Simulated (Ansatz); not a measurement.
Geometry optimisation, Ansatz, RKS BLYP-D4/def2-SVP.

input.yaml

```yaml
crystal:
  periodic: [false, false, false]
  atoms:
    - { symbol: B, position_ang: [0.0, 0.0, 0.0] }
    - { symbol: Cl, position_ang: [0.0, 0.0, 2.21] }
    - { symbol: O, position_ang: [1.2211, 0.0, -0.705] }
    - { symbol: H, position_ang: [1.5209, -0.9519, -0.8599] }
    - { symbol: O, position_ang: [-1.2211, 0.0, -0.705] }
    - { symbol: H, position_ang: [-1.7308, -0.8467, -0.4965] }
    - { symbol: P, position_ang: [0.0991, 2.0949, 0.6969] }
    - { symbol: H, position_ang: [0.6595, 2.1347, 2.001] }
    - { symbol: H, position_ang: [0.9104, 2.8515, -0.1895] }
    - { symbol: H, position_ang: [0.0608, 1.287, 1.8353] }
basis:
  gaussian: { orbitals: def2-SVP }
hamiltonian:
  xc: blyp
  dispersion: d4
relax:
  f_tol: 0.15
  max_steps: 25
  restrain:
    - { distance: [0, 6], at: 1.91, k: 30.0 }
    - { distance: [9, 1], at: 1.37, k: 30.0 }
    - { distance: [0, 1], at: 3.06, k: 30.0 }
    - { distance: [9, 6], at: 2.62, k: 30.0 }
```

Launched with:

```bash
$ ansatz run input.yaml --threads 2 --pin off --max-ram 3072MiB --backend cpu --events-out ev --progress --plain --runs-dir out
```

Task: Where does it end, and by what steps?

Result: The run converged. The restraints hold the end off the free minimum; the threshold counts their pulls, which the force column leaves out. Restrained pairs: B1–P7 (2.21 → 1.93 Å), Cl2–H10 (1.34 → 1.34 Å), B1–Cl2 (2.21 → 3.07 Å), P7–H10 (1.40 → 2.62 Å). After 14 steps the energy has fallen by 5.648 eV (the restraints' own energy left out); H8 moved furthest, 1.55 Å.

```tsv
step	energy less start (eV)	largest force component (eV/Å)	accepted
0	0.0000	6.381	yes
1	-2.3579	4.435	yes
2	-3.3765	3.257	yes
3	-4.1101	3.043	yes
4	-4.8821	1.621	yes
5	-5.2176	1.126	yes
6	-5.3951	1.012	yes
7	-5.4118	1.984	yes
8	-5.4801	0.971	yes
9	-5.5052	0.953	yes
10	-5.5533	0.887	yes
11	-5.5927	0.723	yes
12	-5.6304	0.722	yes
13	-5.6443	0.748	yes
14	-5.6481	0.705	yes
```

```xyz
10
Properties=species:S:1:pos:R:3
B 0.008 0.577 -0.305
Cl 0.456 -0.389 2.574
O 1.122 -0.095 -0.742
H 0.991 -1.051 -0.889
O -1.268 0.080 -0.231
H -1.351 -0.874 -0.416
P 0.200 2.474 -0.021
H -0.582 2.574 1.181
H 1.474 2.453 0.643
H 0.470 0.821 1.993
```

The run took 36 s on 2 threads of Arm Neoverse V1, on a shared host, peak memory 0.15 GiB.
